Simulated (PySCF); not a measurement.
Start geometry of `[Br][Al-]1([Br])[Br+][Al-]([Br])([Br])[Br+]1` from GFN2-xTB (Å):
```
atom  x, y, z in Å
Br1    1.7846    2.7903   -0.1897
Al2    1.6381    0.6058    0.2745
Br3    3.2244   -0.9351    0.6182
Br4   -0.0218    0.3595    2.0934
Al5   -1.6366   -0.6035    0.4796
Br6   -1.7924   -2.7883    0.9392
Br7   -3.2138    0.9458    0.1324
Br8    0.0265   -0.3650   -1.3373
```

Problem. What comes out of this run: PBE0-D3(BJ)/def2-SVP geometry optimisation, gas phase in PySCF?

Solution. 
```
atom  x, y, z in Å
Br1    1.9252    2.7318   -0.1101
Al2    1.5884    0.5544    0.2912
Br3    3.3034   -0.8587    0.5766
Br4   -0.0157    0.3067    2.1119
Al5   -1.5865   -0.5552    0.4597
Br6   -1.9559   -2.7281    0.8562
Br7   -3.2758    0.8906    0.1818
Br8    0.0262   -0.3321   -1.3571
```

The energy falls by 2.3 kcal/mol over 13 energy and gradient evaluations, the largest force component goes from 0.0137 to 2.5e-04 Eh/bohr, and the atoms move by 0.101 Å rms after alignment. Among the bonds, Br4–Al5 and Al2–Br8 change most and about equally (-0.041 to -0.040 Å). Bonds longer at the end by more than 0.005 Å: 0 of 8; shorter: 4. Among the angles that change most is Br1–Al2–Br3, from 131.1° to 121.4°. Rotational constants go from 281.4, 173.8, 135.4 to 297.9, 164.0, 133.1 MHz. The orientation of the end geometry is arbitrary; only internal coordinates are fixed.

The run used 228 basis functions and 60 SCF cycles in all. Time: 9.2 min; peak memory 1.9 GiB. Hardware: Intel Xeon 6975P-C, one thread, on a shared host.

Stationary, but not proved a minimum.
